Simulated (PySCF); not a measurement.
Vertical excitations of a molecule C3H9FSi2 from TDA-ωB97X/def2-SVPD (PySCF), as energy in eV (oscillator strength): 6.95 (0.003), 7.13 (0.409), 7.57 (0.005), 7.83 (0.008), 8.07 (0.016), 8.22 (0.030). Lowest triplet (TDA): 4.17 eV. The structure is a stationary point at B3LYP-D3(BJ)/def2-SVP. One conformer was computed; it need not be the lowest.

Task: Pick the molecule that these values belong to.
A) C=C[SiH2]C[SiH2]F
B) C[Si@@]1(F)CC[SiH2]1
C) C[Si@H]1C[Si@H](F)C1
D) F/C=C(/[SiH3])C[SiH3]

Result: D, F/C=C(/[SiH3])C[SiH3]
